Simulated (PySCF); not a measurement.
## TDDFT excited states: Na2Br2

(NaBr)2 ring, Na₂Br₂.
Bonds: Na1–Br2, Na1–Br4, Br2–Na3, Na3–Br4.

Level of theory: TDDFT CAM-B3LYP/def2-SVPD, vertical, gas phase, core orbitals frozen in the response in PySCF 2.14.0, density-fitted response routines. Geometry: PBE0-D3(BJ)/def2-SVP; no solvent, vibrations or thermal averaging. The CAM-B3LYP/def2-SVPD calculation is non-relativistic and has no spin–orbit coupling, an omission that weighs most on bromine.

| state | E (eV) | E (kJ/mol) | λ (nm) | f | \|μ\| (D) | main configurations (H = HOMO, L = LUMO) |
| --- | --- | --- | --- | --- | --- | --- |
| S1 | 5.20 | 502 | 238.5 | 0.0000 | 0.01 | H→L (92%) |
| S2 | 5.39 | 520 | 230.2 | 0.094 | 2.14 | H-2→L (92%) |
| S3 | 5.42 | 523 | 228.8 | 0.111 | 2.32 | H-1→L (93%) |
| S4 | 5.57 | 537 | 222.8 | 0.0000 | 0.00 | H-3→L (93%) |
| S5 | 5.80 | 560 | 213.6 | 0.0000 | 0.00 | H→L+1 (91%) |
| S6 | 5.87 | 566 | 211.4 | 0.254 | 3.38 | H-4→L (92%) |
| S7 | 5.94 | 573 | 208.6 | 0.0000 | 0.00 | H-1→L+1 (92%) |
| S8 | 5.96 | 575 | 208.1 | 0.0000 | 0.01 | H-2→L+1 (90%) |
| S9 | 6.09 | 588 | 203.5 | 0.0000 | 0.01 | H-5→L (84%), H-1→L+3 (11%) |
| S10 | 6.27 | 605 | 197.9 | 0.020 | 0.93 | H-3→L+1 (86%) |

Triplets, Tamm–Dancoff:

| state | E (eV) | λ (nm) | main configurations (H = HOMO, L = LUMO) |
| --- | --- | --- | --- |
| T1 | 5.10 | 243.0 | H→L (89%) |
| T2 | 5.23 | 237.1 | H-1→L (91%) |
| T3 | 5.25 | 236.1 | H-2→L (88%) |
| T4 | 5.42 | 228.6 | H-3→L (88%) |

The lowest singlet lies at 5.20 eV (238 nm, ultraviolet) and is dark (f under 0.0005); its leading configuration is HOMO→LUMO (92%). The most intense listed level is S6 at 5.87 eV (211 nm, f = 0.254), 0.67 eV above S1. Löwdin shares by element: HOMO bromine 95%; LUMO sodium 89%, bromine 11%. The listed states span 1.07 eV, and the widest gap between neighbours is 0.24 eV (S4 to S5). The oscillator strengths of these states sum to 0.479; summed over the whole spectrum of an exact calculation they would give the number of electrons, 92 (Thomas–Reiche–Kuhn). Weighted by f, the mean energy of these states is 5.69 eV. The vertical ionisation energy (ΔSCF) is 9.33 eV, 3.06 eV above S10. Only the lowest 10 singlets were computed, as vertical energies without vibronic structure.
